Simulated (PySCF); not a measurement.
## Stretching As₂

Set-up: As cc-pVTZ-PP with ECP10; scalar-relativistic core potentials (PySCF 2.14). Energies in eV from As + As in their ground configurations at the same level. State: ¹Σg⁺ (singlet), closed shell.

```tsv
R (Å)	PBE0
1.796	-1.754
1.879	-2.815
1.963	-3.402
2.025	-3.612
2.088	-3.672
2.151	-3.617
2.234	-3.410
2.339	-3.004
2.464	-2.391
2.631	-1.483
```

Task: Put a parabola through the three lowest points of the PBE0 curve and estimate Re, k and ωe (reduced mass 37.46 u; 1 eV/Å² = 0.16022 mdyn/Å; ωe = 1302.8·√(k/μ) cm⁻¹).

Result: Through R = 2.025, 2.088, 2.151 Å the second-order coefficient is 14.5 eV/Å², so Re ≈ 2.089 Å, k ≈ 4.64 mdyn/Å and ωe ≈ 459 cm⁻¹. A polynomial fit of higher order to the unrounded PBE0 energies gives Re = 2.087 Å, k = 4.72 mdyn/Å, ωe = 462 cm⁻¹; anharmonicity and rounding make the difference.

The higher-order fit for each curve: PBE0: Re = 2.087 Å, ωe = 462 cm⁻¹, De = 3.67 eV.
